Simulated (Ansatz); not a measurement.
Program: Ansatz. Geometries: PBE0-D4/def2-TZVP. ΔE: electronic, gas phase. CBS: MP2 limit from def2 TZ/QZ plus the TZ coupled-cluster correction, frozen cores. DFT in def2-TZVPP. For As outer-core shells are correlated without core-valence functions, which leaves a few kJ/mol of doubt a bond. Scalar relativity is left out up to krypton. One conformer a species, not always the lowest.

`B[AsH2]` + `C[SiH2]CCCl` → `C[SiH2]C[AsH2]` + `BCCl`  (redistribution)

| level | ΔE (kcal/mol) | difference from CCSD(T)/CBS |
| --- | --- | --- |
| r2SCAN-D4 | 3.7 | 0.4 |
| ωB97X-V | 2.6 | -0.7 |
| ωB97M-V | 1.9 | -1.4 |
| PBE0 | 3.8 | 0.5 |
| CCSD/def2-TZVPP | 2.8 | -0.5 |
| CCSD(T)/def2-TZVPP | 3.0 | -0.3 |
| MP2/def2-QZVPP | 2.8 | -0.5 |
| SCS-MP2/def2-QZVPP | 2.3 | -1.0 |
| HF/CBS(def2) | 2.1 | -1.2 |
| MP2/CBS(def2) | 2.9 | -0.4 |
| CCSD(T)/CBS | 3.3 | 0 |

Largest T1 diagnostic among the species: 0.014.
